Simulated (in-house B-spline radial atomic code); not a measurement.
Spin-orbit splittings of orbital energies (j = l + 1/2 less j = l - 1/2) and ratios of mean radii (lower j over upper j) along the 50-electron series, configuration [Kr] 4d10 4f2 5s2. Computed with a radial B-spline atomic code at the basis-set limit: Dirac-Hartree-Fock, average of the configuration, finite nuclei.

```json
{"ion": "Pr9+", "Z": "59", "splitting of 3p (eV)": "98.101", "radius ratio of 3p": "0.95603", "splitting of 4d (eV)": "3.8541", "radius ratio of 4d": "0.98709", "splitting of 4p (eV)": "21.494", "radius ratio of 4p": "0.96216"}
{"ion": "Nd10+", "Z": "60", "splitting of 3p (eV)": "106.51", "radius ratio of 3p": "0.95454", "splitting of 4d (eV)": "4.3171", "radius ratio of 4d": "0.98694", "splitting of 4p (eV)": "23.744", "radius ratio of 4p": "0.96126"}
{"ion": "Pm11+", "Z": "61", "splitting of 3p (eV)": "115.48", "radius ratio of 3p": "0.95301", "splitting of 4d (eV)": "4.82", "radius ratio of 4d": "0.98677", "splitting of 4p (eV)": "26.179", "radius ratio of 4p": "0.96033"}
{"ion": "Sm12+", "Z": "62", "splitting of 3p (eV)": "125.05", "radius ratio of 3p": "0.95145", "splitting of 4d (eV)": "5.3647", "radius ratio of 4d": "0.98658", "splitting of 4p (eV)": "28.809", "radius ratio of 4p": "0.95936"}
{"ion": "Eu13+", "Z": "63", "splitting of 3p (eV)": "135.24", "radius ratio of 3p": "0.94985", "splitting of 4d (eV)": "5.9532", "radius ratio of 4d": "0.98636", "splitting of 4p (eV)": "31.644", "radius ratio of 4p": "0.95837"}
{"ion": "Gd14+", "Z": "64", "splitting of 3p (eV)": "146.09", "radius ratio of 3p": "0.94823", "splitting of 4d (eV)": "6.5874", "radius ratio of 4d": "0.98613", "splitting of 4p (eV)": "34.696", "radius ratio of 4p": "0.95734"}
```

**Question.** With what power of Z does the column «splitting of 4d (eV)» change over this range?

**Answer.** A fit of the logarithm of its size against log Z from Z = 59 to 64 has slope 6.59. An unscreened hydrogenic electron would give 4 at low Z; screening makes the apparent power larger near the neutral end, and relativity raises it again at high Z.
